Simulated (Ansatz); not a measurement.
Wavefunction ladder for `[CH3][Sn]([CH3])([F])[F]`

Cartesian coordinates in Å:
```
C -0.3325 -0.2061 -1.8932
Sn 0.2328 -0.4812 0.1253
C -0.0002 0.8940 1.7141
F -0.6126 -2.1090 0.6997
F 2.0951 -0.9558 0.0984
H -1.4068 -0.0370 -1.9595
H 0.2015 0.6437 -2.3170
H -0.0704 -1.1120 -2.4387
H 0.3995 0.4315 2.6159
H -1.0558 1.1224 1.8571
H 0.5494 1.8095 1.4979
```

Total charge 0; spin multiplicity 1. Correlated methods include outer-core shells of Sn, which these sets cover unevenly. Sn takes the def2 core potential. The structure was optimised at the PBE0-D4/def2-TZVP level. Frozen core, restricted reference, Ansatz 0.2.0.

```
     basis     HF (Eh)  MP2 corr.
  def2-SVP  -491.29290   -0.77696
def2-TZVPP  -491.65775   -1.18656
def2-QZVPP  -491.67458   -1.47274
```

Problem. Estimate the CCSD correlation energy and the (T) correction in each basis where they were run (hartree).

Solution. 
```csv
basis,CCSD corr.,(T)
def2-SVP,-0.81661,-0.01797
def2-TZVPP,-1.20468,-0.03895
```
